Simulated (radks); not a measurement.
Removal energies from the copper ion Cu12+, [Ne] 3s2 3p(1/2: 2, 3/2: 3), by Delta-SCF beside the eigenvalue of the level emptied. Calculated with a radial shooting solver on a logarithmic mesh with Libxc functionals: Dirac Kohn-Sham, BLYP, spin-unpolarised, spherical densities, finite nucleus; Fermi nuclear charge, rms radius of each element as measured or else 0.836 A^(1/3) + 0.57 fm. Sub-shells are occupied by j as written (lower j first in brackets).

removed from                                 final configuration  Delta-SCF (eV)  -eigenvalue (eV)
3p3/2                                [Ne] 3s2 3p(1/2: 2, 3/2: 2)          402.82            385.03
3p1/2                                [Ne] 3s2 3p(1/2: 1, 3/2: 3)          406.76            388.82
3s1/2                                [Ne] 3s1 3p(1/2: 2, 3/2: 3)          448.54            430.80
2p3/2         [He] 2s2 2p(1/2: 2, 3/2: 3) 3s2 3p(1/2: 2, 3/2: 3)          1332.9            1283.5
